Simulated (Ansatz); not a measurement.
Program: Ansatz 0.2.0.

C2H4OSn, SMILES `C1=[CH][SnH2][O]1` at its PBE0-D4/def2-TZVP geometry, where that method's forces vanish. The species carries charge 0 and has multiplicity 1. Sn: def2 effective core potential.

| atom | x (Å) | y (Å) | z (Å) |
| --- | --- | --- | --- |
| C1 | -0.900 | -0.793 | -0.323 |
| C2 | -0.881 | 0.127 | 0.659 |
| Sn3 | 1.060 | 0.621 | 0.043 |
| O4 | 0.203 | -0.893 | -1.084 |
| H5 | -1.716 | -1.472 | -0.572 |
| H6 | -1.642 | 0.376 | 1.379 |
| H7 | 1.413 | 1.973 | -0.936 |
| H8 | 2.463 | 0.061 | 0.835 |

Task: For each bond, give half the difference of the two atoms' forces along it (eV/Å; positive pushes the atoms apart) under PBE-D4, r2SCAN-D4, B3LYP-D4, ωB97M-V in def2-TZVPP. (Estimate.)

Result: The calculation gave: 
```json
{"bond": "C1–C2", "length (Å)": "1.346", "PBE-D4": "0.28", "r2SCAN-D4": "0.15", "B3LYP-D4": "0.05", "ωB97M-V": "-0.03"}
{"bond": "C1–O4", "length (Å)": "1.344", "PBE-D4": "0.47", "r2SCAN-D4": "0.26", "B3LYP-D4": "0.34", "ωB97M-V": "0.31"}
{"bond": "C1–H5", "length (Å)": "1.091", "PBE-D4": "-0.06", "r2SCAN-D4": "-0.10", "B3LYP-D4": "-0.23", "ωB97M-V": "-0.19"}
{"bond": "C2–Sn3", "length (Å)": "2.095", "PBE-D4": "0.24", "r2SCAN-D4": "0.13", "B3LYP-D4": "0.34", "ωB97M-V": "0.05"}
{"bond": "C2–H6", "length (Å)": "1.077", "PBE-D4": "-0.09", "r2SCAN-D4": "-0.13", "B3LYP-D4": "-0.18", "ωB97M-V": "-0.04"}
{"bond": "Sn3–O4", "length (Å)": "2.073", "PBE-D4": "0.52", "r2SCAN-D4": "0.19", "B3LYP-D4": "0.32", "ωB97M-V": "-0.02"}
{"bond": "Sn3–H7", "length (Å)": "1.706", "PBE-D4": "0.00", "r2SCAN-D4": "-0.03", "B3LYP-D4": "-0.09", "ωB97M-V": "-0.10"}
{"bond": "Sn3–H8", "length (Å)": "1.706", "PBE-D4": "0.00", "r2SCAN-D4": "-0.03", "B3LYP-D4": "-0.09", "ωB97M-V": "-0.10"}
```

B3LYP here is the variant with VWN-RPA as its local correlation; programs differ in this.
